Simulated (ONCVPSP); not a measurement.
## Transferability test, ONCV potential for carbon (C)

* Element: C (Z = 6)
* Generator: ONCVPSP 4.0.1
* Type: optimised norm-conserving Vanderbilt (ONCV)
* Functional: revPBE
* Relativity: scalar-relativistic
* Frozen core: [He]
* Valence charge: 4
* Reference configuration: 2s2 2p2
* Partial waves: 2s: rc 1.25 bohr, ncon 4, nbas 8, qcut 6.8 1/bohr, 2 projectors, debl 4 Ha; 2p: rc 1.80 bohr, ncon 4, nbas 8, qcut 7.1 1/bohr, 2 projectors, debl 3.4 Ha; d scattering state at 0.05 Ha: rc 1.55 bohr, ncon 4, nbas 9, qcut 5.4 1/bohr, 2 projectors, debl 2.1 Ha
* Local potential: polynomial inside 1.00 bohr (lpopt 1, dvloc0 -1 Ha)
* Core correction: none

Energies are relative to the spin-unpolarised reference configuration 2s2 2p2; without spin polarisation the order of configurations can differ from experiment.

```csv
valence configuration,charge,ΔE all-electron (eV),error AE − PS (meV)
2s2 2p1,+1,10.808,+19
2s2 2p0,+2,34.885,+192
2s2 2p1.5,+0.5,3.938,+2.5
```

Task: What are ΔE and the potential's error for 2s1 2p0?

Result: ΔE = 83.096 eV all-electron; the error (AE − PS) is +400 meV.

Levels in the configuration 2s2 2p1.5:

| level | all-electron (eV) | pseudo (eV) |
| --- | --- | --- |
| 2s | -19.411 | -19.409 |
| 2p | -10.668 | -10.654 |
